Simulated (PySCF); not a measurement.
Gas-phase reaction: 3 H2BNH2 + borazine ⇌ 3 B2H6 + 3 N2

Energies from PySCF, thermal terms from the rigid-rotor harmonic-oscillator model, ideal gas at 1 bar. † marks an energy on the PBE0/def2-TZVP geometry and frequencies; other levels use their own. All species are closed-shell singlets. H2BNH2: computed as isolated molecules; such fragments, hydroxides, amides, oligomers or adducts are transient or little studied in the gas. The harmonic model lacks anharmonicity and excited electronic states, which grow with temperature; levels with a mode under 35 cm⁻¹ are left out.

```csv
level,"ΔE electronic, kJ","ΔH°(298 K), kJ","ΔS°(298 K), J/K","ΔG°(2500 K), kJ"
BLYP/def2-TZVP†,902,830,300,81
HF/def2-TZVP†,939,867,300,118
M06-2X/def2-TZVP†,979,907,300,158
PBE/def2-TZVP†,936,863,300,114
PBE0/def2-SVP†,1068,996,300,246
PBE0/def2-TZVP,986,914,300,164
LDA/def2-TZVP†,1143,1071,300,321
```
ΔH° is lowest at BLYP/def2-TZVP† and highest at LDA/def2-TZVP†. No reference value is set beside these.
